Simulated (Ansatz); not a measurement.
CH$_{9}$Al$_{3}$Si (`C[SiH2][Al]([AlH2])[AlH2]`), relaxed with RKS PBE-D4/def2-SVP in Ansatz 0.2.0 from a rough embedded geometry. The force threshold is 0.03 eV/Å; the program also tests the step.

The species carries charge 0 and has multiplicity 1.

Start:

```xyz
14

C     0.064    1.798    1.710
Si    0.975    1.262    0.201
Al   -0.008   -0.737   -0.507
Al   -2.378   -1.190   -0.190
Al    1.279   -2.301   -2.002
H    -0.981    2.030    1.470
H     0.178    1.086    2.516
H     0.554    2.802    2.034
H     0.888    2.252   -0.836
H     2.406    1.034    0.542
H    -3.123   -2.439   -0.733
H    -3.250   -0.090    0.684
H     2.811   -1.926   -2.329
H     0.586   -3.582   -2.560
```

```tsv
step	energy (eV)	largest force (eV/Å)	largest move (Å)
1	-28823.3331	2.060	0.000
2	-28823.8693	0.793	0.196
3	-28823.9322	0.420	0.200
4	-28823.9426	0.268	0.152
5	-28823.9779	0.070	0.200
6	-28823.9980	0.209	0.198
7	-28824.0206	0.334	0.195
8	-28824.0512	0.367	0.194
9	-28824.0910	0.319	0.195
10	-28824.1187	0.247	0.195
11	-28824.1535	0.373	0.200
12	-28824.1977	0.097	0.200
13	-28824.2200	0.051	0.200
14	-28824.2293	0.137	0.200
15	-28824.2344	0.134	0.121
16	-28824.2402	0.063	0.067
17	-28824.2411	0.009	0.041
18	-28824.2415	0.022	0.054
```

End:

```xyz
14

C     0.118    1.800    1.940
Si    1.048    1.074    0.446
Al   -0.104   -0.778   -0.736
Al   -2.636   -1.019   -0.348
Al    1.363   -2.208   -2.292
H    -0.881    2.173    1.636
H    -0.026    1.032    2.727
H     0.683    2.646    2.384
H     1.240    2.161   -0.594
H     2.441    0.670    0.879
H    -3.230   -1.978    0.804
H    -3.708   -0.215   -1.246
H     1.611   -1.808   -3.833
H     2.081   -3.552   -1.767
```

Run time 33 s (4 threads of a server CPU on a shared host); peak host memory 0.19 GiB.
